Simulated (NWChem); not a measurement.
Species: CF2 cation, doublet

```xyz
3

F      1.0870     0.0000    -0.1452
C      0.0000     0.0000     0.4273
F     -1.0870     0.0000    -0.1452
```
Atoms are numbered in this order, from 1.

All runs: NWChem. Spin-unrestricted. In the optimisation the excess spin sits in a1 (C2v, its own frame). All runs use the structure optimised with B3LYP/6-31G* (spherical d), spin-unrestricted. No stability test was run on the SCF state. B3LYP is NWChem's, with the RPA form of VWN correlation. Level: B3LYP/def2-SVP with COSMO at NWChem's default radii, gas-phase geometry; rows give the dielectric constant. Reactions with the solvent are ignored.

```json
[
 {"dielectric constant": "1.5", "electrostatic solvation energy (kcal/mol)": "-25.3"},
 {"dielectric constant": "4.8", "electrostatic solvation energy (kcal/mol)": "-60.2"},
 {"dielectric constant": "7.6", "electrostatic solvation energy (kcal/mol)": "-66.0"},
 {"dielectric constant": "20.7", "electrostatic solvation energy (kcal/mol)": "-72.3"},
 {"dielectric constant": "78.4", "electrostatic solvation energy (kcal/mol)": "-75.1"}
]
```
